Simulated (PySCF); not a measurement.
## Computed properties of Si(I)(SiH3) (H3ISi2), SMILES [SiH3][Si]I

Si(I)(SiH3) (H3ISi2), SMILES [Si](I)[SiH3] (connectivity only; charge and spin as stated), neutral, multiplicity 1. Geometry optimised at B3LYP-D3(BJ)/def2-SVP. The def2 effective core potentials stand for the cores of I; spin–orbit coupling is left out. One conformer was computed; it need not be the lowest. All values are computed for the isolated molecule unless a solvent is named; none is compared with measurement here.

**Structure.** The optimised structure has Cs symmetry. All 12 harmonic modes at B3LYP-D3(BJ)/def2-SVP (PySCF) are real, so it is a minimum. With heavy atoms numbered as in [Si:1]([I:2])[SiH3:3], the shortest bond between them is Si1–Si3 at 2.430 Å and the longest Si1–I2 at 2.510 Å.

**Vibrations.** The strongest infrared lines (harmonic, unscaled, degenerate partners summed) lie at 857 cm⁻¹ (257 km/mol, H 91 %, Si 9 %), 2199 cm⁻¹ (92 km/mol, H 96 %), 2187 cm⁻¹ (85 km/mol, H 99 %). The softest mode is at 64 cm⁻¹ and the zero-point energy is 15.9 kcal/mol.

**Electronic structure.** r2SCAN/def2-TZVPD (PySCF) places the frontier levels at -5.70 and -4.17 eV, a gap of 1.53 eV, and gives a dipole moment of 0.63 D and a mean polarisability of 105.1 bohr³.

**Excitations.** TDDFT-CAM-B3LYP/def2-SVPD (PySCF) has S1 at 1.72 eV (719 nm, f = 0.002, dark); the most intense of the 10 singlets computed lies at 5.74 eV (f = 0.08). T1 (TDA) is at 0.94 eV.
